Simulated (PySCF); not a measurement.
Ranking problems on computed properties.

All species are isolated and taken at one optimised geometry, non-relativistic unless stated. Electronic properties by PySCF.

Dipoles, sizes and rotational constants follow the conformer. The torsions of the flexible species, by atom-mapped SMILES:
- `[SiH3:1][CH2:2][C:3]1[CH2:4][C@@H:5]2[CH2:6][C@H:7]12`: Si1–C2–C3–C4 80°
- `[CH2:1]=[C:2]/[C:3]([CH:4]=[CH2:5])=[CH:6]\[O:7][CH2:8][F:9]`: C2–C3–C4–C5 -1°, C3–C6–O7–C8 172°, C6–O7–C8–F9 -72°
- `[CH2:1]=[CH:2]/[C:3](=[CH:4]/[F:5])[C:6]([CH3:7])[CH:8]=[O:9]`: C1–C2–C3–C4 48°, C2–C3–C6–C7 -173°, C3–C6–C8–O9 3°
- `[F:1][CH:2]([F:3])[S:4][C:5]1=[N:6][S:7][NH:8][CH:9]1`: F1–C2–S4–C5 -128°, C2–S4–C5–N6 8°
- `[CH3:1][O:2][C@@:3]12[CH:4][CH:5]=[C:6]([F:7])[C@@H:8]1[CH2:9]2`: C1–O2–C3–C4 -64°
- `[CH2:1]=[CH:2][C:3]([CH2:4][F:5])[C:6](=[CH2:7])[CH:8]=[O:9]`: C1–C2–C3–C4 -2°, C2–C3–C4–F5 -47°, C2–C3–C6–C7 26°, C3–C6–C8–O9 6°

Question: Rank by smallest rotational constant, lowest first (GFN2-xTB).
A. `CC1=C(F)C[CH]C1` [radical]
B. `C=[C]/C(=C\OCF)C=C` [radical]
C. `[CH2]C#C[Si](C)(C)C` [radical]
D. `[SiH3]C[C]1C[C@@H]2C[C@H]12` [radical]

Answer: B (0.682 GHz), C (1.078 GHz), D (1.265 GHz), A (1.656 GHz).

Give the two extremes of that set in cm⁻¹.

`C=[C]/C(C=C)=C\OCF` [doublet state]: 0.0227 cm⁻¹; `CC1=C(F)C[CH]C1` [doublet state]: 0.0552 cm⁻¹.

Question: Rank by isotropic g value, highest first (unrestricted B3LYP/pcH-1, mean-field spin–orbit at GFN2-xTB geometries).
A. `C(/[C](C)C=O)(=C/F)C=C` (C7H8FO) [radical]
B. `CC1=C(F)C[CH]C1` (C6H8F) [radical]
C. `C1[C@@H]2[C@]1([CH]C=C2F)OC` (C7H8FO) [radical]
D. `C=C[C](CF)C(=C)C=O` (C7H8FO) [radical]
E. `C(SC1[CH]NSN=1)(F)F` (C3H3F2N2S2) [radical]
F. `[SiH3]C[C]1C[C@@H]2C[C@H]12` (C6H11Si) [radical]
G. `[PH]` (PH) [triplet]

Answer: G (2.00542), A (2.00487), E (2.00356), C (2.00324), F (2.00277), B (2.00264), D (2.00238).

By how much do the two ends of that ranking differ?

By 0.00304, between `[PH]` (PH) [triplet state] and `C=C[C](CF)C(=C)C=O` [doublet state].
